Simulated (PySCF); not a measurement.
Gas-phase reaction: 2 GeH3 + 2 C2H3Cl = 2 GeHCl + C4H10 (isobutane)

Computed with PySCF and rigid-rotor harmonic-oscillator thermochemistry at 1 bar. † marks an energy on the PBE0/def2-TZVP geometry and frequencies. MP2 freezes the core. Open shells (unrestricted): GeH3 (multiplicity 2); the rest are closed-shell singlets. Ge: all electrons, no relativistic terms. GeH3, GeHCl: computed as isolated molecules; such fragments, hydroxides, amides, oligomers or adducts are transient or little studied in the gas. MP2 isn't extrapolated to the basis-set limit.

HF/def2-TZVP† gives ΔH°(298 K) = -439 kJ.

### Question
What do MP2/def2-SVP†, r2SCAN/def2-TZVP†, ωB97M-V/def2-TZVP† give?

### Answer
MP2/def2-SVP†: -495 kJ; r2SCAN/def2-TZVP†: -484 kJ; ωB97M-V/def2-TZVP†: -528 kJ. For scale, ΔH°(298 K) is -439 kJ at this level, -528 kJ at ωB97M-V/def2-TZVP†, and runs from -813 to -439 kJ over the 18 levels computed.
